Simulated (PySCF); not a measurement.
**Which functional comes closest?**

Molecule: `CC(=O)c1ccco1`, C6H6O2.

Geometry:
| atom | x (Å) | y (Å) | z (Å) |
| --- | --- | --- | --- |
| C1 | -2.333 | 0.046 | 0.151 |
| C2 | -1.274 | -0.300 | 1.164 |
| O3 | -1.533 | -0.654 | 2.294 |
| C4 | 0.127 | -0.191 | 0.730 |
| C5 | 1.299 | -0.427 | 1.403 |
| C6 | 2.346 | -0.151 | 0.483 |
| C7 | 1.731 | 0.231 | -0.678 |
| O8 | 0.399 | 0.209 | -0.538 |
| H9 | -2.219 | 1.089 | -0.183 |
| H10 | -3.320 | -0.097 | 0.605 |
| H11 | -2.232 | -0.586 | -0.745 |
| H12 | 1.370 | -0.758 | 2.436 |
| H13 | 3.418 | -0.225 | 0.652 |
| H14 | 2.109 | 0.535 | -1.651 |

Geometry PBE0-D3(BJ)/def2-SVP throughout; GIAO in PySCF 2.14.0 with density-fitted response routines, gas phase, one conformer, non-relativistic; equivalent atoms averaged; basis pcSseg-1.

Reference values (estimated from measurements, as parent shift plus tabulated substituent increments; solution, not stated per compound (mostly CDCl3 or CCl4); Pretsch, Buehlmann, Badertscher, Structure Determination of Organic Compounds, 4th ed. (2009)): δ(H12) = 7.19 ppm, δ(H13) = 6.54 ppm, δ(H14) = 7.60 ppm. Computed shifts are taken against TMS, calculated as an isolated molecule at each level.

Task: How do the functionals OPBE, KT2, KT3, B97-D, B3LYP, PBE0, mPW1PW91, wB97X-D, LC-wPBE perform against the reference? Times are CPU seconds on shared hosts with different chips, so compare them loosely.

Result: 
```
functional                    kind   H12   H13   H14  mean abs. error H  core-s
      OPBE                     GGA  7.31  6.60  7.30               0.16      21
       KT2                     GGA  7.23  6.48  7.26               0.15      22
       KT3                     GGA  7.19  6.44  7.24               0.15      28
     B97-D                     GGA  7.23  6.47  7.21               0.17      21
     B3LYP           global hybrid  7.36  6.56  7.27               0.17      22
      PBE0           global hybrid  7.45  6.66  7.36               0.21      19
  mPW1PW91           global hybrid  7.45  6.65  7.35               0.21      23
   wB97X-D  range-separated hybrid  7.48  6.66  7.37               0.21      17
   LC-wPBE  range-separated hybrid  7.53  6.72  7.40               0.24      26
```

For $^{1}$H the closest is KT2 (0.15 ppm, with KT3, OPBE, B97-D, B3LYP practically level) and the furthest LC-wPBE (0.24 ppm). One molecule is a small sample, and vibrational and solvent effects are absent from the calculation.
